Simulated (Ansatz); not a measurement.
Consider the hydrogenolysis of a C–C bond: `FC(F)(F)CC(Cl)Cl` + H₂ → `ClCCl` + `CC(F)(F)F`.

Program: Ansatz. Geometries: PBE0-D4/def2-TZVP. ΔE: electronic, gas phase. CBS: MP2 limit from def2 TZ/QZ plus the TZ coupled-cluster correction, frozen cores. This one scheme is used for every species. Functionals use def2-TZVPP. One conformer a species, not always the lowest.

`FC(F)(F)CC(Cl)Cl`:

```xyz
11

F     0.636   -2.148   -0.952
C    -0.141   -1.283   -0.288
F    -1.284   -1.158   -0.980
F    -0.443   -1.841    0.883
C     0.572    0.044   -0.159
C    -0.298    1.187    0.320
Cl    0.572    2.714    0.072
Cl   -0.767    1.015    2.015
H     0.940    0.294   -1.156
H     1.432   -0.083    0.500
H    -1.218    1.259   -0.254
```

H₂:

Z-matrix (Å, degrees):
```
H
H 1 0.746
```

`ClCCl`:

Cartesian coordinates in Å:
```
Cl 0.170 1.346 -1.002
C 0.063 -0.125 -0.037
Cl -0.891 0.086 1.429
H -0.411 -0.892 -0.642
H 1.069 -0.414 0.252
```

`CC(F)(F)F`:

```xyz
8

C     0.278    0.290    0.692
C    -0.242   -0.253   -0.602
F     0.747   -0.490   -1.476
F    -0.900   -1.409   -0.428
F    -1.093    0.599   -1.193
H     0.803    1.226    0.504
H     0.963   -0.431    1.136
H    -0.556    0.468    1.369
```

(1) Is it downhill or uphill in electronic energy at CCSD(T)/CBS, and by how much? (An estimate is asked.)

(2) What do these levels give: PBE-D4, B97M-V, BHLYP-D4, CAM-B3LYP-D4, ωB97M-V, PBE0, LC-ωPBE, RPA@PBE/def2-TZVPP, MP2/def2-SVP, SCS-MP2/def2-TZVPP, HF/def2-QZVPP, MP2/def2-QZVPP? (Best estimate.)

Largest T1 diagnostic among the species: 0.011.

Results:

(1) Computed: Downhill: ΔE = -65.3 kJ/mol.

(2) The calculation gave: PBE-D4 -64.9, B97M-V -70.3, BHLYP-D4 -75.3, CAM-B3LYP-D4 -71.8, ωB97M-V -65.8, PBE0 -78.4, LC-ωPBE -78.0, RPA@PBE/def2-TZVPP -62.0, MP2/def2-SVP -50.6, SCS-MP2/def2-TZVPP -66.5, HF/def2-QZVPP -100.6, MP2/def2-QZVPP -59.8 kJ/mol.

In def2-TZVPP, CCSD(T) changes the Hartree–Fock value by +34.9 kJ/mol (the triples alone add +7.0 kJ/mol) and MP2 by +40.5 kJ/mol. Leaving LDA and LC-ωPBE aside and taking each functional with its dispersion term where it has one, the values, not all of them listed here, spread over 17.9 kJ/mol, from B2PLYP to revPBE-D4. LDA lies +19.2 kJ/mol from PBE without D4. From PBE to PBE0 (25 % exact exchange), in def2-TZVPP and without D4, ΔE moves by −3.1 kJ/mol.
